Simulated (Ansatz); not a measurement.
```yaml
crystal:
  periodic: [false, false, false]
  atoms:
    - {symbol: C, position_ang: [1.225875, -2.083781, 0.018796]}
    - {symbol: O, position_ang: [0.134473, -1.228651, -0.089407]}
    - {symbol: Zr, position_ang: [-1.342601, -0.034118, -0.058551]}
    - {symbol: O, position_ang: [-2.848852, -0.739104, 0.881388]}
    - {symbol: F, position_ang: [-1.755103, 0.413710, -1.878591]}
    - {symbol: Se, position_ang: [-0.576965, 2.104769, 1.167780]}
    - {symbol: C, position_ang: [0.821112, 2.401430, -0.193066]}
    - {symbol: H, position_ang: [1.704761, -2.213002, -0.956710]}
    - {symbol: H, position_ang: [1.961329, -1.674217, 0.718385]}
    - {symbol: H, position_ang: [0.908891, -3.065815, 0.383622]}
    - {symbol: H, position_ang: [-3.467634, -1.304306, 1.335033]}
    - {symbol: H, position_ang: [1.773282, 2.034982, 0.183064]}
    - {symbol: H, position_ang: [0.875657, 3.473558, -0.370421]}
    - {symbol: H, position_ang: [0.585795, 1.914536, -1.141312]}
basis:
  gaussian: {orbitals: def2-TZVPD}
hamiltonian: {xc: {name: LC-wPBE}}
```

```sh
$ ansatz run in.yaml --threads 2 --pin off --events-out ev --progress --plain --max-ram 20480MiB --backend cuda --devices 0, --max-vram 18GiB
```

It prints (some lines left out):

```
Functional definition: LC-wPBE
2014 factors; their error is unknown
841 factors; integrals over basis functions are off by at most 3.7e-5 eV
mean field evaluation 1: about -75614.2512 eV, gradient 8.7e1 eV
mean field evaluation 2: about -75603.8266 eV, gradient 1.2e2 eV
mean field evaluation 4: about -75626.5209 eV, gradient 3.5e0 eV
mean field evaluation 8: about -75626.5512 eV, gradient 1.7e-1 eV
mean field evaluation 16: about -75626.5029 eV, gradient 1.1e-3 eV
mean field -75626.50287538 eV, -2779.2227191855 hartree, gradient 2.5e-5 eV, S^2 0.000000; 0 other end points of the search recorded, 0 dependent functions left out
reference -75626.50287539 eV, -2779.2227191860 hartree; 45, 45 occupied and 309, 309 virtual orbitals, 2014 factors
Total energy: -75626.50287539 eV, -2779.2227191860 hartree
```

Hardware: 2 threads of an AMD EPYC 7R13 on a shared host and a share of an NVIDIA H100 80 GB. Wall time 4.1 s, peak host memory 0.91 GiB.
